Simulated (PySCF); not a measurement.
Static response to an electric field

Compound: 3-sulfolene, C4H6O2S.
Geometry (GFN2-xTB, Å), atoms numbered from 1 in this order:
```xyz
13
C4H6O2S angstrom
O     -0.0997   -1.4155    1.7648
S      0.1424   -1.2437    0.3619
O      0.4884   -2.4111   -0.4002
C      1.3542    0.1098    0.0952
C      0.4569    1.2868    0.0436
C     -0.8290    1.0672   -0.2014
C     -1.2570   -0.3358   -0.4047
H      1.8460   -0.1098   -0.8491
H      2.0797    0.1489    0.9019
H      0.8521    2.2696    0.2456
H     -1.5634    1.8567   -0.2146
H     -2.1931   -0.5812    0.0871
H     -1.2819   -0.6413   -1.4479
```

Level: wB97X-D/def2-SVPD (PySCF), static field, nuclei fixed, core orbitals frozen in the response. The polarisability tensor in these axes (au):

```
x   72.45  0.16  2.89
y    0.16 73.37 -1.06
z    2.89 -1.06 58.76
```

Problem. Give the principal values, the mean and the anisotropy Δα = √{½[(α1 − α2)² + (α2 − α3)² + (α1 − α3)²]}.

Solution. Principal values 58.10, 73.03 and 73.45 au; mean 68.19 au = 10.11 Å³ = 11.24 × 10⁻⁴⁰ C²·m²/J; Δα = 15.15 au (22 % of the mean).

Problem. What is the dipole moment, and where does it point?

Solution. (-0.39, 4.59, -2.01) D, 5.03 D in size, pointing from the negative to the positive side. Measured along this direction, the outermost atoms are O3 and O1 at the negative end and H10 and H11 at the positive end.

Problem. Molar refractivity from α?

Solution. Lorentz–Lorenz: R = (4π/3)N_A α = 2.5225 cm³/(mol·Å³) × 10.11 Å³ = 25.5 cm³/mol, in the limit of long wavelengths.

Problem. Form Σ f/ω² (atomic units) for the 8 lowest TDDFT singlets, given as eV and f, and set it beside the mean polarisability, which is this sum over all singlets: 6.82, 0.0319; 7.06, 0.1336; 7.63, 0.0005; 7.70, 0.0136; 8.02, 0.0002; 8.23, 0.0023; 8.27, 0.0024; 8.29, 0.0031.

Solution. They add up to 2.76 au, 4.0 % of the 68.19 au; the largest single term is 1.99 au, from the state at 7.06 eV. Terms in order: 0.51, 1.99, 0.01, 0.17, 0.00, 0.02, 0.03, 0.03 au. Higher excitations give the rest. The strengths listed sum to 0.188.

Problem. Find the Langevin capture rate constant for O2+ (31.990 u) meeting this molecule (118.009 u), k = 2.342 × 10⁻⁹ cm³/s × √(α in Å³ / reduced mass in u).

Solution. The reduced mass is 25.17 u, so k = 1.48 × 10⁻⁹ cm³/s. The formula leaves out the permanent dipole, which adds to the capture rate.

Geometry: GFN2-xTB, one conformer, isolated molecule.
